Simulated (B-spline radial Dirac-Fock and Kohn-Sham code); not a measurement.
Level of theory: Dirac-Fock (average of configuration) total-energy differences with a finite nucleus, the Breit interaction including its frequency dependence, and self-energy and vacuum-polarisation corrections; an atomic code on a B-spline grid. Free neutral atoms.

**Question.** Order these X-ray lines by photon energy, lowest first.
A. Ho Lγ1
B. Yb Lℓ
C. Ta Lβ2
D. Ir Lβ3
E. Xe Lγ2
F. Hf Lβ15

**Answer.** E (5289.7 eV), B (6540.2 eV), A (8742.3 eV), F (9334.4 eV), C (9649.1 eV), D (10869.5 eV).

Values without a named source are computed, but for edge energies of neutral atoms, which are taken from tables.
